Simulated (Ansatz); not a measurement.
`C[SiH](F)[SiH2]Cl` + CH₃NH₂ → `CN[SiH](C)F` + `[SiH3]Cl` at 500 K and 1 bar (cleavage of the Si–Si bond).

Computed with Ansatz on PBE0-D4/def2-TZVP structures; ΔE is electronic, products minus reactants. CCSD(T)/CBS is the MP2 limit (def2-TZVPP, def2-QZVPP) plus CCSD(T) − MP2 in def2-TZVPP, frozen cores. This one scheme is used for every species. One conformer a species, not always the lowest.

```csv
species,CCSD(T)/CBS energy (Eh),H − E (kJ/mol),S (J/(mol·K))
`C[SiH](F)[SiH2]Cl`,-1179.51385,230.8,457.7
CH₃NH₂,-95.75281,191.8,270.3
`CN[SiH](C)F`,-524.60225,322.9,429.2
`[SiH3]Cl`,-750.69636,92.3,281.7
```

H − E and S are ideal-gas, rigid-rotor, harmonic terms from PBE0-D4/def2-TZVP, for one conformer and one mirror image of each species. 1 Eh = 2625.50 kJ/mol, R = 8.31446 J/(mol·K).

Task: By hand: ΔE, ΔH, ΔS and ΔG.

Result: ΔE = (-524.60225) + (-750.69636) − (-1179.51385) − (-95.75281) = -0.03195 Eh = -83.9 kJ/mol. Δ(H − E) = 322.9 + 92.3 − 230.8 − 191.8 = -7.4, so ΔH = -91.3 kJ/mol. ΔS = 429.2 + 281.7 − 457.7 − 270.3 = -17.1 J/(mol·K). ΔG = -91.3 − 500 × (-17.1)/1000 = -82.8 kJ/mol.

Task: By hand: the equilibrium constant, and the temperature at which ΔG would vanish if ΔH and ΔS stayed fixed.

Result: log₁₀ K = −ΔG/(RT ln 10) = 8.6. ΔG = 0 at ΔH/ΔS = 5339 K, far beyond where these terms or the molecules hold.

ΔH outweighs TΔS. A doubt of 5 kJ/mol in ΔE shifts log₁₀ K by 0.5 here. Other conformers and mirror images would add mixing entropy, several J/(mol·K) or more a flexible species. Modes under 60 cm⁻¹, often nearly free rotors, make the harmonic entropy too high. These are equilibria of isolated gas molecules and say nothing of rates. Largest T1 diagnostic: 0.011 (customary marks: 0.02 for closed shells, 0.045 for open ones).
